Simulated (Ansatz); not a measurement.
Reaction (ligand exchange at a Ti–O bond): `C[Se][Ti]([OH])([F])[F]` + `C[SeH]` → `C[Se][Ti]([F])([F])[Se]C` + H₂O

Calculated with Ansatz (gas phase, PBE0-D4/def2-TZVP geometries, no zero-point term in ΔE). CBS: MP2 limit from def2 TZ/QZ plus the TZ coupled-cluster correction, frozen cores. This one scheme is used for every species. Functionals use def2-TZVPP. B3LYP here is the variant with VWN-RPA as its local correlation; programs differ in this. For Se, Ti outer-core shells are correlated without core-valence functions, which leaves a few kJ/mol of doubt a bond. Scalar relativity is left out up to krypton. Each species was taken in one conformer, which may not be the lowest.

Problem. Is it downhill or uphill in electronic energy at CCSD(T)/CBS, and by how much? (An estimate is asked.)

Solution. Computed: Uphill: ΔE = +2.8 kcal/mol.

Problem. What do these levels give: PBE-D4, PBE0-D4, B3LYP-D4, ωB97M-V, PBE, PBE0, HF/def2-TZVPP, SCS-MP2/def2-TZVPP, CCSD/def2-TZVPP, CCSD(T)/def2-TZVPP, SCS-MP2/def2-QZVPP, HF/CBS(def2)? (Best estimate.)

Solution. Computed: PBE-D4 3.9, PBE0-D4 4.4, B3LYP-D4 5.5, ωB97M-V 7.6, PBE 6.0, PBE0 6.3, HF/def2-TZVPP 13.7, SCS-MP2/def2-TZVPP 3.6, CCSD/def2-TZVPP 7.3, CCSD(T)/def2-TZVPP 4.3, SCS-MP2/def2-QZVPP 2.9, HF/CBS(def2) 13.7 kcal/mol.

Largest T1 diagnostic among the species: 0.022, so the coupled-cluster value is less sure than usual.

The D4 term adds −3.3 kcal/mol with B3LYP and −1.9 kcal/mol with PBE0; it sums over pairs of atoms, weighted by their polarisabilities, and B3LYP, whose exchange is more repulsive, gets the larger term. In def2-TZVPP, CCSD(T) changes the Hartree–Fock value by −9.4 kcal/mol (the triples alone add −3.0 kcal/mol) and MP2 by −13.1 kcal/mol.
